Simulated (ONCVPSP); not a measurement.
What one change does to a pseudopotential (O, ONCV)

- Element: oxygen (O)
- Generator: ONCVPSP 4.0.1
- Type: optimised norm-conserving Vanderbilt (ONCV)
- Functional: BLYP
- Relativity: scalar-relativistic
- Frozen core: [He]
- Valence charge: 6
- Reference configuration: 2s2 2p4
- Partial waves: 2s: rc 0.65 bohr, ncon 3, nbas 7, qcut 11.6 1/bohr, 2 projectors, debl 3.9 Ha; 2p: rc 1.85 bohr, ncon 4, nbas 8, qcut 8.9 1/bohr, 2 projectors, debl 3.1 Ha; d scattering state at 0.02 Ha: rc 1.70 bohr, ncon 5, nbas 8, qcut 5.5 1/bohr, 1 projector
- Local potential: polynomial inside 0.60 bohr (lpopt 1, dvloc0 3 Ha)
- Core correction: polynomial model core, fcfact 0.6

All-electron outer shells of the reference configuration (BLYP, scalar-relativistic, ld1.x):

| shell | level (eV) | outermost node (bohr) | outermost maximum (bohr) |
| --- | --- | --- | --- |
| 1s | -515.45 | – | 0.13 |
| 2s | -23.83 | 0.28 | 0.87 |
| 2p | -9.02 | – | 0.82 |

Change: s: qcut 16.9; p: qcut 13; d: qcut 8.

Cutoffs: the cutoffs (Ha) at which the residual kinetic energy of the hardest occupied pseudo-wave falls to 1 and 0.1 mHa per electron; they do not see the model core or the augmentation charge, which bear on the density cutoff. Errors are all-electron minus pseudo energies relative to the spin-unpolarised reference configuration.

Predict the effect on cutoff, ghosts and configuration errors.

The potential gets harder (43 Ha and 55 Ha → 85 Ha and 113 Ha); a bound ghost appears in s, which as a rule spoils a file; the lowest positive-energy flag moves from none to d at 20.1 eV; of the 4 tests that both files solve, the error grows in 0 and shrinks in 4 by more than 15 % and 0.3 meV (median size 241.6 → 64.9 meV); the range in which the d phases agree narrows (upper end at the end of the scan → 0.7).

| quantity | base | changed |
| --- | --- | --- |
| cutoff, loose | 43 Ha | 85 Ha |
| cutoff, tight | 55 Ha | 113 Ha |
| loose cutoff by channel | s 43 Ha, p 24 Ha | s 85 Ha, p 36 Ha |
| bound ghosts | none | s |
| GHOST(+) flags under 300 eV | none | d at 20.1 eV |
| error for 2s2 2p3, meV [ΔE 16.43 eV] | +56 | +13 |
| error for 2s2 2p2, meV [ΔE 50.04 eV] | +427 | +116 |
| error for 2s2 2p1, meV [ΔE 103.97 eV] | +1565 | +473 |
| error for 2s2 2p3.5, meV [ΔE 6.28 eV] | +9.2 | +1.9 |
| s: phases at 0.66 bohr within 0.05 rad from the reference energy up to (Ha; the scan ends near 5) | to the end of the scan | to the end of the scan |
| p: phases at 1.88 bohr within 0.05 rad from the reference energy up to (Ha; the scan ends near 5) | to the end of the scan | to the end of the scan |
| d: phases at 1.73 bohr within 0.05 rad from the reference energy up to (Ha; the scan ends near 5) | to the end of the scan | 0.7 |
| rms error of d²Exc/dni dnj with the model core, mHa | 1.59 | 1.40 |

 A true bound ghost makes a file unfit for plane-wave use even where its test errors are small: the radial tests pick states by their node count and pass the ghost by.
